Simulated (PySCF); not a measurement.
1,1-dichloro-2,2-difluoroethane (C₂H₂Cl₂F₂), SMILES C(C(F)F)(Cl)Cl.

Coordinates come from a PBE0-D3(BJ)/def2-SVP optimisation. Other conformers were not sampled.

Two levels are set side by side: PBE/def2-TZVP (PySCF) and r2SCAN/def2-TZVP (PySCF). Same geometry, gas phase. Differences are taken from unrounded values.

```tsv
quantity	r2SCAN	PBE	PBE minus r2SCAN
orbital gap (eV)	6.68	6.14	-0.54
highest occupied level (eV)	-7.92	-7.56	0.35
lowest empty level (eV)	-1.24	-1.43	-0.19
dipole moment (D)	2.00	1.89	-0.11
mean polarisability (bohr³)	49.6	50.8	1.2
```

Rough cost on one machine, each run with all the roots and properties that it gave: r2SCAN against PBE about 3 times.
